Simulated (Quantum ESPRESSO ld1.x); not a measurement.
Results of a calculation; reference values are marked as such.
The zirconium ion Zr2+, configuration [Kr] 4d2. Level of theory: scalar-relativistic Kohn-Sham, LDA (Slater exchange, VWN5 correlation), spin-polarised, spherical densities, point nucleus; open shells are filled with parallel spins first (ld1.x of Quantum ESPRESSO 7.5). Some entries of the table are withheld. Estimate them.

orbital  occ.  eigenvalue (eV)  <r^2> (bohr^2)
1s down     1       -17813.845        0.001857
1s up       1       -17813.840        0.001857
2s up       1        -2481.468         0.03124
2s down     1        -2481.302         0.03124
2p up       3        -2216.211         0.02458
2p down     3        -2216.084         0.02458
3s up       1         -418.296          0.2421
3s down     1         -418.176          0.2420
3p up       3         -331.901          0.2497
3p down     3         -331.771          0.2496
3d up       5         -189.622          0.2482
3d down     5         -189.443          0.2480
4s up       1          -69.535             (1)
4s down     1          -68.510             (2)
4p up       3              (3)             (4)
4p down     3              (5)             (6)
4d up       2          -18.067           4.744
4d down     0          -16.727           4.852

Answer. 
(1) 4s up <r^2> (bohr^2): 1.669
(2) 4s down <r^2> (bohr^2): 1.656
(3) 4p up eigenvalue (eV): -47.545
(4) 4p up <r^2> (bohr^2): 2.139
(5) 4p down eigenvalue (eV): -46.385
(6) 4p down <r^2> (bohr^2): 2.120
